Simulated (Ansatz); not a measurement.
Consider the redistribution: `NB(O[SiH3])O[SiH3]` + `[F][Sn][Br]` → `NB(Br)O[SiH3]` + `[F][Sn][O][SiH3]`.

Calculated with Ansatz (gas phase, PBE0-D4/def2-TZVP geometries, no zero-point term in ΔE). CCSD(T)/CBS adds triple-zeta CCSD(T) − MP2 to the extrapolated MP2 energy (def2 sets, frozen cores). Functionals use def2-TZVPP. B3LYP here is the variant with VWN-RPA as its local correlation; programs differ in this. def2 core potentials past Kr. For Br, Sn outer-core shells are correlated without core-valence functions, which leaves a few kJ/mol of doubt a bond. Scalar relativity is left out up to krypton. Each species was taken in one conformer, which may not be the lowest.

```json
{"level": "PBE0-D4", "ΔE (eV)": "0.96"}
{"level": "B3LYP", "ΔE (eV)": "0.97"}
```

(1) What does CCSD(T)/CBS give? (Best estimate.)

Largest T1 diagnostic among the species: 0.016.

Results:

(1) The calculation gave: +0.85 eV. The listed levels differ from it by 0.11, 0.12 eV.

From PBE to PBE0 (25 % exact exchange), in def2-TZVPP and without D4, ΔE moves by +0.07 eV. In def2-TZVPP, CCSD(T) changes the Hartree–Fock value by −0.30 eV (the triples alone add −0.04 eV) and MP2 by −0.36 eV.
